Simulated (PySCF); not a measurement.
Si(H)3(NiPr2) (C₆H₁₇NSi), SMILES C(C)(N([SiH3])C(C)C)C. Geometry: B3LYP-D3(BJ)/def2-SVP. The isomer is the one that the SMILES or the coordinates give; other isomers of the formula were not compared. The values are those of a single conformer.

Computed equilibrium geometry at B3LYP-D3(BJ)/def2-SVP (PySCF confirms it by a frequency run) as a Z-matrix (one conformer of several):
```
N
C 1 1.4713
H 2 1.1037 1 104.68
C 1 1.4740 2 123.80 3 -164.13
H 4 1.1062 1 104.99 2 -163.75
C 2 1.5325 3 105.74 1 -121.08
H 6 1.0995 2 111.06 3 62.59
H 6 1.1002 7 108.36 2 -123.63
H 6 1.1015 7 108.24 8 -115.95
C 4 1.5336 5 105.32 1 -121.82
H 10 1.0997 4 111.13 5 62.91
H 10 1.1001 11 108.28 4 -123.35
H 10 1.1016 11 108.21 12 -115.97
C 4 1.5376 5 105.36 1 120.10
H 14 1.0987 4 112.21 5 172.45
H 14 1.1003 15 108.09 4 -121.78
H 14 1.1023 15 107.57 16 -116.70
C 2 1.5395 3 105.71 1 120.90
H 18 1.0990 2 112.37 3 173.06
H 18 1.1011 19 107.90 2 -122.17
H 18 1.1024 19 107.57 20 -116.23
Si 1 1.7397 2 119.76 3 25.68
H 22 1.4914 1 108.29 2 -21.82
H 22 1.4951 23 109.89 3 127.97
H 22 1.5012 23 107.96 3 -116.69
```
Charge 0, spin multiplicity 1.
